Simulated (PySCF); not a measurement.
Nuclear quadrupole coupling in `CC(=S)[SiH2]N([SiH3])[SiH3]`

Species: C2H11NSSi3.
Structure used (GFN2-xTB), in Å, numbered top down from 1:
```xyz
18
C2H11NSSi3 angstrom
C     -2.1705    1.1508   -0.3054
C     -1.8993   -0.2327   -0.7716
S     -3.1140   -1.2930   -0.9918
Si    -0.1184   -0.7530   -1.1741
N      0.8948   -0.2322    0.1399
Si     2.5216    0.3048   -0.2016
Si     0.4675   -0.5858    1.8011
H     -1.5342    1.3774    0.5511
H     -1.9031    1.8530   -1.0974
H     -3.2178    1.2899   -0.0406
H     -0.0760   -2.2026   -1.3594
H      0.2785   -0.0361   -2.3886
H      2.4599    1.1247   -1.4089
H      2.9648    1.0874    0.9493
H      3.3920   -0.8535   -0.4164
H     -0.9226   -1.0335    1.8152
H      1.3520   -1.6222    2.3347
H      0.6160    0.6629    2.5529
```

Field gradients from the PBE0/pcSseg-1 density (PySCF, non-relativistic), principal values in atomic units, ordered |Vxx| ≤ |Vyy| ≤ |Vzz|:

```tsv
atom	Vxx	Vyy	Vzz
S3	0.9486	2.1350	-3.0836
N5	0.2775	0.3087	-0.5861
```

Find the asymmetry η = (Vxx − Vyy)/Vzz and the couplings χ = eQV/h (234.96 MHz × Q in barn × V in au), with Q(33S) = −0.0678 b, Q(14N) = 0.02044 b.

```
atom                      environment  nucleus     η  χzz (MHz)  χxx (MHz)  χyy (MHz)
  S3              thiocarbonyl sulfur      33S  0.38      49.12     -15.11     -34.01
  N5  nitrogen bridging silicon atoms      14N  0.05     -2.815      1.333      1.482
```

What is Vzz at S3 in SI units (1 au = 9.71736 × 10²¹ V/m²)?

-3.0836 au = -29.965 × 10²¹ V/m².

And the gradient at the other heavy atoms, for which no coupling is worked out here?

```tsv
atom	environment	Vzz (au)	η
C1	methyl carbon	-0.081	0.91
C2	thiocarbonyl carbon	0.591	0.30
Si4	SiH2 silicon	0.342	0.90
Si6	SiH3 silicon	0.421	0.02
Si7	SiH3 silicon	0.430	0.01
```

What couplings would deuterons (Q(2H) = 0.00286 b) have in place of the hydrogens, at this geometry?

| atom | bonded to | bond length (Å) | Vzz (au) | η | χzz (kHz) |
| --- | --- | --- | --- | --- | --- |
| H8 | C1 | 1.091 | 0.3084 | 0.04 | 207 |
| H9 | C1 | 1.092 | 0.3077 | 0.04 | 207 |
| H10 | C1 | 1.089 | 0.3061 | 0.02 | 206 |
| H11 | Si4 | 1.462 | 0.1609 | 0.02 | 108 |
| H12 | Si4 | 1.465 | 0.1584 | 0.03 | 106 |
| H13 | Si6 | 1.461 | 0.1621 | 0.04 | 109 |
| H14 | Si6 | 1.461 | 0.1616 | 0.05 | 109 |
| H15 | Si6 | 1.465 | 0.1596 | 0.02 | 107 |
| H16 | Si7 | 1.460 | 0.1603 | 0.05 | 108 |
| H17 | Si7 | 1.463 | 0.1607 | 0.03 | 108 |
| H18 | Si7 | 1.465 | 0.1600 | 0.02 | 108 |

One conformer (not necessarily the lowest) at the GFN2-xTB geometry, without solvent, vibrations or thermal averaging. GFN2-xTB bond lengths can be off by several hundredths of an ångström, more for odd bonds, and the gradients follow them. These gradients aren't converged with respect to the basis.

These values come from a run that also computed NMR shieldings. The run took 34 s on one thread of an Arm Neoverse V2, shared host.
